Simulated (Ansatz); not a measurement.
Reaction (formal exchange of groups at a Ge–Se bond): `[OH][GeH]([SH])[SeH]` + SiH₄ → `[OH][GeH]([SiH3])[SH]` + H₂Se

Program: Ansatz. Geometries: PBE0-D4/def2-TZVP. ΔE: electronic, gas phase. CCSD(T)/CBS adds triple-zeta CCSD(T) − MP2 to the extrapolated MP2 energy (def2 sets, frozen cores). This one scheme is used for every species. DFT in def2-TZVPP. B3LYP here is the variant with VWN-RPA as its local correlation; programs differ in this. For Ge, Se outer-core shells are correlated without core-valence functions, which leaves a few kJ/mol of doubt a bond. Scalar relativity is left out up to krypton. Each species was taken in one conformer, which may not be the lowest.

```tsv
level	ΔE (kJ/mol)	difference from CCSD(T)/CBS
PBE-D4	42.3	-5.8
r2SCAN-D4	47.9	-0.2
PBE0-D4	44.6	-3.5
B3LYP-D4	47.8	-0.3
ωB97X-V	47.2	-0.9
ωB97M-V	49.1	1.0
B2PLYP	50.6	2.5
PBE	41.7	-6.4
r2SCAN	48.0	-0.1
PBE0	44.2	-3.9
B3LYP	46.6	-1.5
HF/def2-TZVPP	56.3	8.2
MP2/def2-TZVPP	56.9	8.8
SCS-MP2/def2-TZVPP	55.8	7.7
CCSD/def2-TZVPP	48.4	0.3
CCSD(T)/def2-TZVPP	49.0	0.9
HF/def2-QZVPP	55.8	7.7
MP2/def2-QZVPP	56.2	8.1
SCS-MP2/def2-QZVPP	55.0	6.9
HF/CBS(def2)	55.8	7.7
MP2/CBS(def2)	56.0	7.9
CCSD/CBS(def2)	47.5	-0.6
CCSD(T)/CBS	48.1	0
```

Largest T1 diagnostic among the species: 0.012.
